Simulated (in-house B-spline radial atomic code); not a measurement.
**RPA and G0W0 on LDA VWN5: Bi5+**

Configuration [Xe] 4f14 5d10, mean-field start LDA VWN5. Computed with an all-electron radial atomic-structure program (B-spline basis): all electrons, scalar-relativistic (spin-free one-electron X2C), finite nucleus, each spin shell either full or empty, empty states to l = 9 with an (l + 1/2)⁻⁴ tail; G0W0 by contour deformation at full frequency.

Without the two-electron picture change, the correlation of inner shells comes somewhat too large for so heavy an element.

Command:
```bash
python run_gw.py task.json out
```
Settings (radii: box in bohr, nucleus in fm):
```
Z                        83
electrons                78
configuration            [Xe] 4f14 5d10
hamiltonian              x2c
method                   lda,vwn
lmax                     9
rms_radius               5.5211
spin_polarised           False
box_radius               10.43
intervals                66
```

Run time, properties included: 5.7 s on 1 thread of Intel(R) Xeon(R) Platinum 8259CL CPU @ 2.50GHz (shared host).

Energies (hartree):

```json
{"term": "mean-field total", "value": "-21517.25416"}
{"term": "Hartree-Fock functional on these orbitals", "value": "-21524.09079"}
{"term": "direct second order", "value": "-8.0232"}
{"term": "second-order exchange", "value": "1.9836"}
{"term": "SOSEX correction", "value": "1.879"}
```

**Question.** What is the RPA correlation energy, and what remains with SOSEX?

**Answer.** RPA gives -7.1108 hartree (-2.48 eV per electron); RPA + SOSEX gives -5.2318, and the second-order doubles -6.0396 hartree (no singles). SOSEX takes back 26 % of the RPA value.

Quasi-particle levels (eV):

```
level  occupied  mean field  Σx - vxc     Σc  QP weight    G0W0
   5d       yes      -80.83     -8.85      ?          ?       ?
   6s        no      -62.62      8.65  -2.66      0.971  -56.62
```

G0W0 = mean field + (Σx - vxc) + Σc, with Σc (partial-wave tail included) taken at the quasi-particle energy. Only the outer levels were computed. Levels of low weight are left out.

**Question.** Where does G0W0 put 5d?

**Answer.** At -89.92 eV, with Σc = -0.23 eV and a quasi-particle weight of 0.950. The tabulated removal energy is 88.4 ± 0.7 eV (NIST, semi-empirical); the calculation leaves out spin-orbit coupling, Breit and QED terms, and what these don't explain is the method's own error.
